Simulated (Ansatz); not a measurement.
Mulliken charges of GeH4Se (`[GeH3][SeH]`) from B3LYP/def2-TZVPP in Ansatz (PBE0-D4/def2-TZVP geometry).

```csv
atom,x (Å),y (Å),z (Å),charge (e)
Ge1,-0.230,-0.303,-0.475,0.176
Se2,-0.201,0.978,1.503,-0.239
H3,0.398,-1.682,-0.230,0.002
H4,-1.715,-0.445,-0.831,0.004
H5,0.525,0.426,-1.595,0.002
H6,1.265,0.962,1.582,0.055
```

Q: By hand: the dipole of these point charges (1 e Å = 4.8032 D).

A: Σ q r = (0.072, -0.238, -0.363) e Å, of length 0.440 e Å = 2.11 D.

Q: How does the dipole of the full density compare? (Best estimate.)

A: The calculation gave: (0.102, -0.111, -0.165) e Å, 1.07 D; the point charges give 1.97 times that, at 18° from its direction.

Point charges leave out the atoms' own dipoles, such as those of lone pairs, and Mulliken's split depends on the basis, so the two needn't agree.

B3LYP here is the variant with VWN-RPA as its local correlation; programs differ in this.
